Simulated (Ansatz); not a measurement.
C2Cl2F4, SMILES `FC(F)(Cl)C(F)(F)Cl`. The species carries charge 0 and has multiplicity 1.

Cartesian coordinates in Å:
```
F -1.017 1.118 -0.877
C 0.125 0.512 -0.572
F 0.567 -0.132 -1.647
Cl 1.312 1.706 -0.067
C -0.125 -0.512 0.572
F -0.567 0.132 1.647
F 1.017 -1.118 0.876
Cl -1.312 -1.705 0.068
```

Q: List the harmonic frequencies (cm⁻¹, unscaled) at PBE0-D4/def2-TZVP in Ansatz. (Estimate.)

A: The calculation gave: 68, 166, 224, 252, 324, 361, 378, 439, 445, 548, 617, 716, 852, 1061, 1165, 1214, 1229, 1295.

Q: Is this a minimum?

A: Yes, all 18 modes are real.

Q: Give the ideal-gas thermochemistry at 298.15 K and 1 bar (rigid rotor, harmonic oscillator; point group C2h, symmetry number 2).

A: Zero-point energy 67.9 kJ/mol; H(298) − E = 90.0 kJ/mol; entropy 360.7 J/(mol·K), of which translation 173.0, rotation 116.3, vibration 71.5; G(298) − E = -17.5 kJ/mol. Modes under 100 cm⁻¹ are hindered rotations or soft bends, so the harmonic entropy is rough.
